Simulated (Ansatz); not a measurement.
`C[SiH](O)Br` and `C[SiH](O)F` differ in one element.

Ansatz, PBE0-D4/def2-TZVP geometries, multiplicity 1. Each molecule was computed in one conformer, which needn't be the lowest.

Scalar relativity is left out up to krypton.

```
                                        property  `C[SiH](O)Br`
           LUMO energy (ωB97M-V/def2-TZVPP) / eV           2.07
  zero-point energy (PBE0-D4/def2-TZVP) / kJ/mol          160.2
              LUMO energy (PBE0/def2-TZVPP) / eV           0.52
            HOMO–LUMO gap (PBE0/def2-TZVPP) / eV           8.75
size of the dipole moment (B3LYP/def2-TZVPP) / D           1.98
         HOMO–LUMO gap (ωB97M-V/def2-TZVPP) / eV          12.51
```

Question: Give the same properties after the change, and the shifts. (Best estimate.)

Answer: Computed: 
| property | `C[SiH](O)F` | shift |
| --- | --- | --- |
| LUMO energy (ωB97M-V/def2-TZVPP) / eV | 2.14 | 0.07 |
| zero-point energy (PBE0-D4/def2-TZVP) / kJ/mol | 164.6 | 4.4 |
| LUMO energy (PBE0/def2-TZVPP) / eV | 0.70 | 0.18 |
| HOMO–LUMO gap (PBE0/def2-TZVPP) / eV | 9.60 | 0.85 |
| size of the dipole moment (B3LYP/def2-TZVPP) / D | 2.14 | 0.16 |
| HOMO–LUMO gap (ωB97M-V/def2-TZVPP) / eV | 13.32 | 0.81 |

With PBE0 the HOMO falls by 0.67 eV and the LUMO rises by 0.18 eV, so the gap widens by about 0.85 eV. PBE moves the HOMO by -0.49 eV and ωB97M-V by -0.73 eV. Dipoles are sizes alone; their direction can turn.

B3LYP here is the variant with VWN-RPA as its local correlation; programs differ in this.

Spin–orbit coupling is left out; it splits and shifts lone-pair levels of the heavy atoms by tenths of an eV.
